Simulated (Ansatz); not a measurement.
Total energies of F₃H₃InP, SMILES `[F][In-]([F])([F])[PH3+]`.

Cartesian coordinates in Å:
```
F 1.390 0.513 -2.156
In -0.365 0.550 -1.319
F -1.053 2.272 -0.731
F -1.655 -0.803 -1.858
P 0.301 -0.452 1.081
H 1.651 -0.783 1.296
H -0.321 -1.649 1.480
H 0.052 0.352 2.208
```

Total charge 0; spin multiplicity 1. Correlated methods include outer-core shells of In, which these sets cover unevenly. In takes the def2 core potential. Geometry: relaxed with PBE0-D4/def2-TZVP. It is one conformer, not always the lowest. Basis def2-TZVPP, Ansatz 0.2.0.

RPA on PBE orbitals: Hartree–Fock energy of these orbitals -830.16180 Eh, correlation -1.82972 Eh (frozen core).

```tsv
functional	energy without D4 (Eh)	D4 term (kJ/mol)
LDA (SPW92)	-829.55029	–
PBE	-832.61569	-15.2
revPBE	-832.93941	-37.8
BLYP	-832.99248	-31.9
r2SCAN	-832.98451	-3.7
B97M-V	-832.86492	–
PBE0	-832.63990	-13.1
B3LYP	-833.14995	-24.6
r2SCANh	-832.94999	-4.0
r2SCAN0	-832.90039	-4.5
HSE06 (plane-wave form)	-832.61917	-12.5
BHLYP	-832.86784	-21.8
CAM-B3LYP	-832.98394	-13.7
LC-ωPBE	-832.83555	–
ωB97X-V	-832.88730	–
ωB97M-V	-832.90769	–
B2PLYP	-832.56716	–
PBE-QIDH	-832.31928	–
```

B3LYP takes the VWN-RPA correlation (the form of Gaussian; ORCA's B3LYP/G). HSE06 is the plane-wave form, built on full-range PBE exchange. The double hybrids freeze the cores in their second-order part.

LC-ωPBE has ω = 0.4 bohr⁻¹.
